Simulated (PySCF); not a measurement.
Compound: C₃NNa.
Numbering: `[N:1]#[C:2][C:3]#[C:4][Na:5]`

Geometry (PBE0-D3(BJ)/def2-TZVP, Å), atoms numbered from 1 in this order:
```xyz
5
C3NNa angstrom
N     -2.6015    0.3942   -0.7305
C     -1.4760    0.2235   -0.5168
C     -0.1486    0.0184   -0.2637
C      1.0436   -0.1647   -0.0368
Na     3.2164   -0.5050    0.3717
```

All values: wB97X-D/pcSseg-2 (PySCF, non-relativistic), on one gas-phase PBE0-D3(BJ)/def2-TZVP geometry that isn't relaxed in the solvent. The solvent is an IEF-PCM continuum (Bondi radii, 1.10 Å for H, scaled by 1.2). Only the electrostatic response of the medium enters.

Gas phase at wB97X-D/pcSseg-2: HOMO -8.50 eV, LUMO -0.57 eV, dipole 13.27 D.

Q: What does the continuum do to the energy, the frontier levels and the dipole at wB97X-D/pcSseg-2 in chloroform?

A: 
| solvent | ε | E(solvent) − E(gas) (kcal/mol) | polarisation term (kcal/mol) | distortion of the solute (kcal/mol) | HOMO (eV) | LUMO (eV) | dipole (D) |
| --- | --- | --- | --- | --- | --- | --- | --- |
| chloroform | 4.711 | -14.58 | -15.90 | 1.32 | -9.21 | 0.38 | 14.77 |

The polarisation term is half the interaction of the solute with the surface charges that it induces; the rest is the cost of distorting the solute's density. The sum is the electrostatic part of solvation alone.

Q: Which radius a makes the point-dipole formula ΔE = −[(ε − 1)/(2ε + 1)]·μ²/a³ give the value in chloroform, with the gas-phase dipole?

A: μ = 5.222 au and |ΔE| = 0.02324 Eh give a = 3.96 Å; the farthest nucleus lies 3.30 Å from the centroid of the nuclei. The formula assumes a rigid point dipole at the centre of a sphere.

Q: Give the dipole vector in the frame of the coordinates (D, pointing from negative to positive charge), gas and chloroform.

A: Gas (12.89, -2.00, 2.43), solvent (14.35, -2.23, 2.71). Its length changes by +11 % and its direction by less than 1°.

Hardware: one thread of an Arm Neoverse N1, shared host with 64 logical CPUs at a one-minute load of 57. Cost: 19 s wall, 0.75 GiB resident at most. This is the whole shielding run at wB97X-D/pcSseg-2 in chloroform, SCF included.

Note: wB97X-D ran without an empirical dispersion term, which enters the total energy and its gradient alone.
